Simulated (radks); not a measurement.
Coulomb parameter of the 3d shell of the cobalt ion Co3+ in the model configuration [Ar] 3d5 4p1, as a second difference U = [E(n + 0.25) + E(n - 0.25) - 2 E(n)] / (0.25)^2 with all orbitals relaxed. "Bare": the charge of the atom changes with n. "Screened": the 4p shell takes up the change at fixed total charge, which measures U(3d,3d) + U(4p,4p) - 2 U(3d,4p). Calculated with a radial shooting solver on a logarithmic mesh with Libxc functionals: scalar-relativistic Kohn-Sham, PBEsol, spin-unpolarised, spherical densities, finite nucleus; Fermi nuclear charge, rms radius 3.7875 fm.

| case | configuration | E - E(n) (eV) |
|---|---|---|
| start | [Ar] 3d5 4p1 | 0.000 |
| bare +0.25 | [Ar] 3d5.25 4p1 | -12.875 |
| bare -0.25 | [Ar] 3d4.75 4p1 | 14.160 |
| screened +0.25 | [Ar] 3d5.25 4p0.75 | -6.404 |
| screened -0.25 | [Ar] 3d4.75 4p1.25 | 6.794 |

U(bare) = 20.567 eV, U(screened by 4p) = 6.238 eV, against the Slater integral F0(3d,3d) = 28.139 eV with frozen orbitals.
